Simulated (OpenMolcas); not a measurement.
Os6+ in a point-charge field

Os6+ among 6 point charges of -1 e arranged as a trigonal antiprism (D3d), 1.72 Å from the ion, with a polar angle of 59.1° against the regular 54.74°.

```json
{
 "Program": "OpenMolcas",
 "Method": "CASSCF",
 "Basis": "ANO-RCC-VDZP [7s6p4d2f1g]",
 "Scalar Hamiltonian": "DKH2, point nucleus",
 "Active space": "2 electrons in 5 orbitals (5d)",
 "State averaging": "2S+1 = 3 even, 10 roots; 2S+1 = 1 even, 15 roots",
 "Spin-orbit coupling": "state interaction with AMFI integrals over the reference wave functions"
}
```

The lowest spin-free states (labels of D3, the rotations of D3d), above the lowest:

| State | Degeneracy | E (cm-1) | Free-ion L (%) |
| --- | --- | --- | --- |
| 3E | 2 | 0.0 | F (94) |
| 3A2 | 1 | 327.0 | F (100) |
| 3E | 2 | 7152 | F (99) |
| 3A1 | 1 | 8777 | F (100) |
| 1A1 | 1 | 12795 | D (54) |
| 1E | 2 | 13255 | D (67) |
| 1E | 2 | 14576 | D (73) |
| 3A2 | 1 | 15393 | F (90) |
| 3E | 2 | 19570 | P (92) |
| 1E | 2 | 23062 | G (80) |
| 1A1 | 1 | 23699 | G (56) |
| 3A2 | 1 | 24619 | P (90) |
| 1A1 | 1 | 26090 | G (90) |
| 1E | 2 | 26638 | G (88) |
| 1A2 | 1 | 27638 | G (100) |
| 1E | 2 | 33843 | G (71) |
| 1A1 | 1 | 56494 | S (90) |

The lowest levels with spin-orbit coupling:

| E (cm-1) | Degeneracy | Label | 2S+1 | g |
| --- | --- | --- | --- | --- |
| 0.0 | 2 | E | 3 | 0.00 0.00 0.37 |
| 498.0 | 1 | A1 | 3 (90 %) |  |
| 1600 | 2 | E | 3 (88 %) | 0.00 0.00 2.18 |
| 10246 | 1 | A2 | 3 |  |
| 11329 | 2 | E | 3 | 0.00 0.00 1.58 |
| 13395 | 2 | E | 3 | 0.00 0.00 1.19 |
| 13816 | 1 | A1 | 3 (88 %) |  |
| 15744 | 1 | A2 | 3 |  |
| 15812 | 1 | A1 | 3 |  |
| 19479 | 2 | E | 3 (80 %) | 0.00 0.00 1.16 |
| 21240 | 2 | E | 3 (70 %) | 0.00 0.00 1.67 |
| 22046 | 1 | A2 | 3 |  |
| 22680 | 1 | A1 | 3 (51 %) |  |
| 23084 | 2 | E | 3 (56 %) | 0.00 0.00 2.01 |
| 23626 | 1 | A1 | 3 (85 %) |  |
| 24364 | 2 | E | 3 (60 %) | 0.00 0.00 2.16 |
| 26961 | 2 | E | 3 (72 %) | 0.00 0.00 5.48 |
| 27650 | 1 | A2 | 3 |  |
| 28811 | 1 | A1 | 3 (59 %) |  |
| 30360 | 2 | E | 3 (84 %) | 0.00 0.00 3.13 |

Powder χT (cm3 K/mol): 0.00485 at 2 K, 0.00753 at 10 K, 0.0209 at 50 K, 0.0376 at 100 K, 0.0697 at 200 K, 0.0981 at 300 K. The effective moment at 300 K is 2.828 √(χT) = 0.89 μB.

The lowest level has 2S+1 = 3, for which the spin-only value is χT = S(S+1) / 2 = 1.000 cm3 K/mol (g = 2). The computed 0.098 at 300 K differs by -0.902, through orbital momentum, spin-orbit coupling and any other state in reach.

Spin-orbit coupling mixes the spin-free states strongly: the lowest level takes only 46 % from its leading state, 3E. An orbital doublet at a regular site is open to a Jahn-Teller distortion, which this geometry leaves out. Without dynamic correlation the repulsion within the d shell is too large (B by tens of per cent), so at a given field states of lower spin stand too high. Point charges carry no covalency, so the field is a model and not that of real ligands. No measured value stands beside these numbers.

The RASSCF and RASSI steps took 4.6 s on 1 thread of Intel(R) Xeon(R) 6975P-C (Granite Rapids), with other jobs on the host; the integral step is not counted.

With an even number of electrons the g values are those of a degenerate or nearly degenerate non-Kramers pair.
